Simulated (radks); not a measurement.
Results of a calculation; reference values are marked as such.
Problem. Mean orbital radii <r> (bohr) of the zirconium ion Zr3+, [Kr] 4d1, of relativity; Dirac values are averaged over j with weights 2j + 1. Spin-unpolarised spherical Kohn-Sham, PBE, point nucleus unless stated (finite: rms radius 4.2694 fm), a radial shooting solver on a logarithmic mesh with Libxc functionals. A level marked "c x" has the speed of light scaled by that factor and shares open shells by 2j + 1; other Dirac levels either fill j = l - 1/2 first or share by 2j + 1.

| shell | non-rel. |
|---|---|
| 1s | 0.03815 |
| 2s | 0.1674 |
| 2p | 0.1437 |
| 3s | 0.4700 |
| 3p | 0.4670 |
| 3d | 0.4512 |
| 4s | 1.228 |
| 4p | 1.349 |
| 4d | 1.816 |

Give the values at the level "Dirac, 2j+1 shares, finite nucleus".

Solution. 
shell  Dirac, 2j+1 shares, finite nucleus  change of magnitude (%)
1s                                0.03707                    -2.83
2s                                 0.1623                    -3.03
2p                                 0.1416                    -1.47
3s                                 0.4582                    -2.51
3p                                 0.4618                    -1.11
3d                                 0.4524                    +0.26
4s                                  1.202                    -2.08
4p                                  1.341                    -0.64
4d                                  1.836                    +1.07
